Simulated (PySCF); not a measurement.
C₂H₉NOSi, SMILES CO[Si@H](C)N.

Coordinates come from a PBE0-D3(BJ)/def2-SVP optimisation. The structure was generated by enumeration; whether it is a known compound was not checked. One conformer was computed; it need not be the lowest.

Vertical ionisation energy (IE) and electron affinity (EA) in eV. Rows of orbital energies are one-electron estimates. Where ΔSCF, EOM or ADC give a negative EA the extra electron is unbound and the value depends on the basis.

| level | IE | EA |
|---|---|---|
| −ε(HOMO), −ε(LUMO), CAM-B3LYP/def2-TZVP (PySCF) | 8.88 | -1.58 |
| −ε(HOMO), −ε(LUMO), PBE/def2-TZVP (PySCF) | 5.94 | -0.01 |
